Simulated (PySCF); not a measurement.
Isomers of C4H7NOSi. Level of theory: TDDFT B3LYP/def2-SVPD, vertical, gas phase, core orbitals frozen in the response in PySCF. Geometries: GFN2-xTB; one conformer of each isolated species. Triplets are in the Tamm–Dancoff approximation.

A. `C#CCNC(=O)[SiH3]`
B. `O=CC#CCN[SiH3]`
C. `CO/C(C#N)=C\[SiH3]`

Lowest singlet levels (six at most, fewer where fewer were computed) with oscillator strengths:

1. 327 nm (f 0.000); 300 nm (f 0.004); 253 nm (f 0.006); 223 nm (f 0.123); 214 nm (f 0.066); 194 nm (f 0.051); T1 3.23 eV
2. 242 nm (f 0.320); 217 nm (f 0.000); 201 nm (f 0.003); 193 nm (f 0.006); 183 nm (f 0.004); 182 nm (f 0.081); T1 3.13 eV
3. 258 nm (f 0.002); 208 nm (f 0.002); 197 nm (f 0.065); 196 nm (f 0.042); 191 nm (f 0.065); 189 nm (f 0.059); T1 4.23 eV

Question: Match each spectrum to its molecule.

Answer: 1 = B, 2 = C, 3 = A.
- A: S1 at 4.80 eV, HOMO→LUMO (94%); Löwdin shares by element: HOMO oxygen 57%, carbon 13% or more, silicon 10%, nitrogen 6%; LUMO carbon 29% or more, oxygen 21%, silicon 17%, nitrogen 13% (atoms not listed hold the other 20%); HOMO -6.93 and LUMO -0.63 eV.
- B: S1 at 3.79 eV, HOMO-1→LUMO (91%); Löwdin shares by element: HOMO nitrogen 57%, silicon 10%, hydrogen 6% or more, carbon 6% or more (atoms not listed hold the other 21%); LUMO carbon 60% or more, oxygen 28%; HOMO -7.17 and LUMO -2.20 eV.
- C: S1 at 5.12 eV, HOMO→LUMO (95%); Löwdin shares by element: HOMO carbon 48% or more, oxygen 23%, nitrogen 8% (atoms not listed hold the other 21%); LUMO carbon 60% or more, nitrogen 17% (atoms not listed hold the other 22%); HOMO -7.19 and LUMO -1.94 eV; point group Cs, 1 of its 6 listed states under f = 0.0005.
